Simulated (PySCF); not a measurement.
Species: C5H12O2Si.
SMILES: `CCC[SiH]1OCCO1`

The closed-shell ground state was solved at several levels (PySCF, density fitting, gas phase, non-relativistic). The structure is a single PBE0-D3(BJ)/def2-SVP conformer in the gas phase; no vibrational or solvent corrections.

```tsv
level	basis functions	total energy (Eh)	HOMO (eV)	LUMO (eV)	gap (eV)	dipole (D)
CAM-B3LYP/def2-SVPD	266	-637.2860	-9.19	1.31	10.50	0.78
PBE0/pcSseg-1	203	-637.1957	-7.79	0.95	8.74	0.86
```

(1) What might B97-2/pcSseg-1 (203 basis functions) give for the same quantities?

(2) Over all these levels, which gives the widest orbital gap and which the narrowest?

(3) How far do the dipole and the HOMO energy spread over the levels?

## Answers

(1) Total energy -637.6062 Eh, HOMO -7.54 eV, LUMO 0.98 eV, gap 8.52 eV, dipole 0.85 D.

(2) CAM-B3LYP/def2-SVPD (range-separated hybrid) has the widest, 10.50 eV, and B97-2/pcSseg-1 (global hybrid, 21 % exact exchange) the narrowest, 8.52 eV. Functional and basis both differ between the two, so the spread mixes both effects.

(3) The dipole runs from 0.78 to 0.86 D (mean 0.83 D) and the HOMO from -9.19 to -7.54 eV.
